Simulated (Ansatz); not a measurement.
The cluster ZrGe12⁺. The state is a doublet with charge 1. Geometry PBE-D4/def2-SVP.

Cartesian coordinates in Å:
```
Zr -0.378 -0.806 -0.133
Ge 1.765 -1.434 -1.885
Ge -0.159 -2.584 2.141
Ge -0.764 -1.165 -3.153
Ge 0.543 1.692 1.212
Ge 0.425 0.102 3.278
Ge -1.967 0.707 -1.871
Ge -1.822 -0.659 2.326
Ge 2.247 0.624 -0.392
Ge 1.909 -1.160 1.543
Ge 0.757 0.824 -2.720
Ge -2.270 1.290 0.802
Ge -0.286 2.570 -1.146
```

In the def2 sets Zr takes a core potential; there is no spin–orbit coupling. Single mean-field runs in def2-SVP, def2-TZVP are fitted with def2-universal-jkfit. At HF/def2-TZVP the charge 1 doublet is spin-contaminated (final ⟨S²⟩ up to 1.89, 0.75 for a pure state). Another isomer (doublet) lies 0.11 eV lower at PBE0-D4/def2-TZVP; other spin states weren't run for this one.

Question: Estimate the α-spin orbital energies around the gap (eV) in Ansatz with HF/def2-TZVP, PBE-D4/def2-SVP, PBE-D4/def2-TZVP, r2SCAN-D4/def2-TZVP, PBE0-D4/def2-SVP.

Answer: 
```tsv
orbital	HF/def2-TZVP	PBE-D4/def2-SVP	PBE-D4/def2-TZVP	r2SCAN-D4/def2-TZVP	PBE0-D4/def2-SVP
HOMO−13	-14.23	-10.98	-10.87	-11.23	-12.05
HOMO−12	-13.47	-10.84	-10.72	-11.06	-11.77
HOMO−11	-13.29	-10.68	-10.57	-10.90	-11.58
HOMO−10	-13.21	-10.60	-10.49	-10.83	-11.51
HOMO−9	-12.88	-10.16	-10.05	-10.38	-11.05
HOMO−8	-12.54	-9.92	-9.82	-10.14	-10.79
HOMO−7	-11.99	-9.71	-9.61	-9.89	-10.51
HOMO−6	-11.92	-9.53	-9.43	-9.72	-10.36
HOMO−5	-11.62	-9.44	-9.35	-9.64	-10.27
HOMO−4	-11.37	-9.27	-9.17	-9.43	-10.02
HOMO−3	-11.19	-9.09	-9.00	-9.27	-9.87
HOMO−2	-11.12	-8.98	-8.89	-9.19	-9.77
HOMO−1	-10.80	-8.82	-8.73	-8.98	-9.57
HOMO	-10.38	-8.56	-8.48	-8.78	-9.31
LUMO	-4.91	-7.96	-7.88	-8.02	-7.61
LUMO+1	-4.30	-7.34	-7.25	-7.34	-6.90
LUMO+2	-4.01	-7.19	-7.11	-7.18	-6.71
LUMO+3	-3.83	-6.92	-6.84	-6.91	-6.43
LUMO+4	-3.55	-6.80	-6.71	-6.78	-6.29
LUMO+5	-3.20	-6.61	-6.53	-6.56	-6.05
β HOMO	-10.66	-8.75	-8.66	-8.90	-9.46
β LUMO	-5.00	-8.24	-8.15	-8.20	-7.81
```
